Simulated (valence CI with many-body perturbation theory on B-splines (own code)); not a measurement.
# E1 transitions of Au⁴⁶⁺

Method: relativistic CI+MBPT: five valence electrons over a frozen Dirac-Fock core [Ar] 3d10, radial functions for each j: 9 s, 9 p, 8 d, 6 f, 3 g, 1 h, with the one-electron correlation potential Σ1 (screened to all orders), the two-electron term Σ2, the three-electron term Σ3, Breit, model QED; selected single and double excitations, second order for the rest (own B-spline code, finite nucleus).

The last digits are not significant, and no measured levels were compared; by estimate large intervals hold to a few tenths of a per cent, small ones and those within an open d or f shell to about a per cent. Among the levels kept, up to 360 cm⁻¹ of a level comes from second order outside the variational space, and about a tenth of that is noise between levels of different J, which matters for small intervals.

Lines 51 to 100 of 219 in falling wavelength, among levels below 471.78 eV, chosen from the strongest by gf and those to the six lowest levels. Wavelengths and rates use the calculated energies. Electric multipoles are in the length gauge, E1 and E2 with the static RPA response of the core. Weak lines are less certain than strong ones. Lines between different terms over intervals too small for the method are left out, as are lines whose strength nearly cancels. The highest levels of a list are the least certain.

Levels are named by their leading jj configuration (3d3/2^4 stands for four electrons in 3d with j = 3/2), which in mixed levels can hold well under half, so a name can repeat and another be missing. Letters in brackets count levels of one name in rising energy.

```tsv
λ vac (Å)	Upper	Lower	A (s⁻¹)	log gf	Branch %
110.0	(4s 4p1/2^2 4p3/2 4d5/2) J=1/2	(4s^2 4p1/2 4p3/2 4d5/2) J=3/2 [b]	2.80e+10	-0.99	6.1
109.4	(4s 4p1/2^2 4p3/2 4d5/2) J=5/2 [a]	(4s^2 4p1/2 4p3/2 4d5/2) J=3/2 [a]	1.82e+10	-0.71	4.8
108.8	(4s 4p1/2 4p3/2^3) J=5/2	(4s^2 4p3/2^3) J=3/2	1.85e+10	-0.70	2.3
108.6	(4s 4p1/2^2 4p3/2 4d5/2) J=3/2 [b]	(4s^2 4p1/2 4p3/2 4d5/2) J=1/2	1.59e+10	-0.95	1.8
108.4	(4s 4p1/2^2 4p3/2^2) J=1/2	(4s^2 4p1/2 4p3/2^2) J=1/2	3.51e+10	-0.91	7.9
107.2	(4s 4p1/2^2 4p3/2 4d5/2) J=3/2 [b]	(4s^2 4p1/2 4p3/2 4d5/2) J=3/2 [b]	2.07e+10	-0.84	2.3
106.5	(4s 4p1/2^2 4p3/2 4d5/2) J=3/2 [a]	(4s^2 4p1/2 4p3/2 4d5/2) J=5/2 [a]	2.66e+10	-0.74	9.3
106.5	(4s 4p1/2^2 4p3/2^2) J=3/2	(4s^2 4p1/2 4p3/2^2) J=1/2	1.37e+06	-5.03	0.0
105.6	(4s 4p1/2^2 4p3/2 4d3/2) J=7/2	(4s^2 4p1/2 4p3/2 4d3/2) J=5/2 [a]	2.29e+09	-1.51	1.9
104.6	(4s 4p1/2^2 4p3/2 4d5/2) J=7/2 [a]	(4s^2 4p1/2 4p3/2 4d5/2) J=9/2	1.25e+10	-0.79	3.1
104.1	(4s 4p1/2^2 4p3/2 4d5/2) J=3/2 [a]	(4s^2 4p1/2 4p3/2 4d5/2) J=3/2 [a]	8.21e+09	-1.27	2.9
102.6	(4s 4p1/2^2 4p3/2 4d5/2) J=5/2 [b]	(4s^2 4p1/2 4p3/2 4d5/2) J=7/2 [b]	3.53e+10	-0.48	3.2
102.4	(4s 4p1/2^2 4p3/2 4d5/2) J=5/2 [b]	(4s^2 4p1/2 4p3/2 4d5/2) J=5/2 [b]	1.15e+10	-0.97	1.0
100.5	(4s 4p1/2^2 4p3/2 4d3/2) J=3/2 [b]	(4s^2 4p1/2 4p3/2 4d3/2) J=1/2 [a]	5.19e+09	-1.50	1.2
100.3	(4s 4p1/2^2 4p3/2 4d3/2) J=3/2 [b]	(4s^2 4p1/2 4p3/2 4d3/2) J=3/2 [a]	2.58e+09	-1.81	0.6
100.0	(4s 4p1/2^2 4p3/2^2) J=3/2	(4s^2 4p1/2 4p3/2^2) J=5/2	4.19e+10	-0.60	4.9
99.83	(4s 4p1/2^2 4p3/2 4d3/2) J=3/2 [b]	(4s^2 4p1/2 4p3/2 4d3/2) J=5/2 [a]	2.13e+10	-0.90	4.8
98.98	(4s 4p1/2^2 4p3/2 4d5/2) J=7/2 [a]	(4s^2 4p1/2 4p3/2 4d5/2) J=7/2 [a]	6.32e+09	-1.13	1.6
98.96	(4s 4p1/2 4p3/2^3) J=1/2	(4s^2 4p3/2^3) J=3/2	3.16e+10	-1.03	1.9
98.20	(4s 4p1/2^2 4p3/2 4d5/2) J=7/2 [b]	(4s^2 4p1/2 4p3/2 4d5/2) J=9/2	2.74e+10	-0.50	3.1
98.17	(4s 4p1/2 4p3/2^3) J=3/2 [b]	(4s^2 4p3/2^3) J=3/2	2.56e+10	-0.83	1.7
96.92	(4s 4p1/2^2 4p3/2^2) J=1/2	(4s^2 4p1/2 4p3/2^2) J=3/2	5.88e+07	-3.78	0.0
96.50	(4s 4p1/2^2 4p3/2 4d3/2) J=5/2 [b]	(4s^2 4p1/2 4p3/2 4d3/2) J=7/2	3.95e+10	-0.48	3.4
95.42	(4s 4p1/2^2 4p3/2^2) J=3/2	(4s^2 4p1/2 4p3/2^2) J=3/2	1.43e+10	-1.11	1.7
94.11	(4s 4p1/2^2 4p3/2 4d3/2) J=1/2 [b]	(4s^2 4p1/2 4p3/2 4d3/2) J=1/2 [a]	6.39e+09	-1.77	0.8
93.96	(4s 4p1/2^2 4p3/2 4d3/2) J=1/2 [b]	(4s^2 4p1/2 4p3/2 4d3/2) J=3/2 [a]	3.03e+10	-1.10	3.8
93.83	(4s 4p1/2^2 4p3/2 4d5/2) J=3/2 [b]	(4s^2 4p1/2 4p3/2 4d5/2) J=5/2 [a]	9.14e+09	-1.32	1.0
93.23	(4s 4p1/2^2 4p3/2 4d5/2) J=7/2 [b]	(4s^2 4p1/2 4p3/2 4d5/2) J=7/2 [a]	1.22e+10	-0.90	1.4
92.53	(4s 4p1/2^2 4p3/2 4d3/2) J=5/2 [b]	(4s^2 4p1/2 4p3/2 4d3/2) J=3/2 [a]	3.43e+09	-1.58	0.3
91.90	(4s 4p1/2^2 4p3/2 4d5/2) J=3/2 [b]	(4s^2 4p1/2 4p3/2 4d5/2) J=3/2 [a]	1.05e+09	-2.27	0.1
90.18	(4s 4p1/2^2 4p3/2 4d5/2) J=5/2 [b]	(4s^2 4p1/2 4p3/2 4d5/2) J=3/2 [a]	2.89e+09	-1.67	0.3
89.45	(4s^2 4p1/2^2 4f5/2) J=5/2	(4s 4p1/2^2 4p3/2^2) J=3/2	1.49e+09	-1.97	1.1
83.91	(4s 4p1/2^2 4p3/2 4d5/2) J=7/2 [a]	(4s^2 4p1/2 4p3/2 4d3/2) J=7/2	1.07e+09	-2.04	0.3
82.27	(4s 4p1/2^2 4p3/2 4d3/2) J=5/2 [a]	(4s 4p1/2^2 4p3/2^2) J=3/2	3.53e+09	-1.67	6.6
81.98	(4s 4p1/2^2 4p3/2 4d3/2) J=3/2 [a]	(4s 4p1/2^2 4p3/2^2) J=3/2	4.94e+09	-1.70	5.8
81.90	(4s 4p1/2^2 4p3/2 4d3/2) J=1/2 [a]	(4s 4p1/2^2 4p3/2^2) J=3/2	9.99e+09	-1.70	23.9
81.24	(4s 4p1/2^2 4p3/2 4d5/2) J=3/2 [a]	(4s^2 4p1/2 4p3/2 4d3/2) J=5/2 [a]	2.22e+09	-2.06	0.8
80.90	(4s 4p1/2^2 4p3/2 4d3/2) J=3/2 [a]	(4s 4p1/2^2 4p3/2^2) J=1/2	6.21e+09	-1.61	7.3
80.83	(4s 4p1/2^2 4p3/2 4d3/2) J=1/2 [a]	(4s 4p1/2^2 4p3/2^2) J=1/2	5.38e+09	-1.98	12.9
78.40	(4s^2 4p1/2 4p3/2 4d3/2) J=3/2 [a]	(4s^2 4p1/2 4p3/2^2) J=1/2	3.78e+09	-1.86	3.7
78.30	(4s^2 4p1/2 4p3/2 4d3/2) J=1/2 [a]	(4s^2 4p1/2 4p3/2^2) J=1/2	3.28e+09	-2.22	22.4
75.08	(4s^2 4p1/2 4p3/2 4d3/2) J=5/2 [a]	(4s^2 4p1/2 4p3/2^2) J=5/2	1.06e+10	-1.27	76.8
75.02	(4s^2 4p1/2^2 4f7/2) J=7/2	(4s 4p1/2^2 4p3/2^2) J=5/2	1.22e+09	-2.09	1.2
74.97	(4s 4p1/2^2 4p3/2 4d3/2) J=3/2 [b]	(4s 4p1/2^2 4p3/2^2) J=3/2	1.36e+10	-1.34	3.1
74.82	(4s^2 4p1/2 4p3/2 4d3/2) J=3/2 [a]	(4s^2 4p1/2 4p3/2^2) J=5/2	1.16e+10	-1.41	11.4
74.07	(4s 4p1/2^2 4p3/2 4d3/2) J=3/2 [b]	(4s 4p1/2^2 4p3/2^2) J=1/2	3.43e+09	-1.95	0.8
73.68	(4s 4p1/2^2 4p3/2 4d3/2) J=5/2 [a]	(4s 4p1/2^2 4p3/2^2) J=5/2	1.81e+10	-1.05	33.9
73.44	(4s 4p1/2^2 4p3/2 4d3/2) J=3/2 [a]	(4s 4p1/2^2 4p3/2^2) J=5/2	2.95e+10	-1.02	34.8
72.53	(4s 4p1/2^2 4p3/2 4d5/2) J=5/2 [b]	(4s^2 4p1/2 4p3/2 4d3/2) J=5/2 [a]	1.37e+09	-2.19	0.1
72.45	(4s^2 4p1/2 4p3/2 4d3/2) J=5/2 [a]	(4s^2 4p1/2 4p3/2^2) J=3/2	8.34e+07	-3.40	0.6
```
